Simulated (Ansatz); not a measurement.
Job for Ansatz (a program for electronic structure): R-CCSD(T)/aug-cc-pVTZ on hydronium (SMILES [OH3+]), atoms moved off the minimum. Charge +1.

Ansatz 0.2 input:
```yaml
crystal:
  periodic: [false, false, false]
  atoms:
    - {symbol: O, position_ang: [0.00053734, -0.03533065, 0.12515836]}
    - {symbol: H, position_ang: [-0.51654209, -0.79114896, -0.23200503]}
    - {symbol: H, position_ang: [-0.35484834, 0.83454687, -0.15999667]}
    - {symbol: H, position_ang: [0.97223227, -0.01179498, -0.15765436]}
basis:
  gaussian:
    orbitals: aug-cc-pVTZ
total_charge: 1
magnetization: {spin_polarized: false}
correlation: {method: ccsd_t, electrons: outside_noble_gas}
scf: {lower_state_search: off}
output: {forces: true}
```

### Question
Give the final energy of this run.

### Answer
-76.6135 hartree (reference determinant -76.3359, T1 diagnostic 0.007).

### Question
How many basis functions does it have, and what does it roughly cost on one machine?

### Answer
115 functions; about 17 core-seconds (a rough figure).
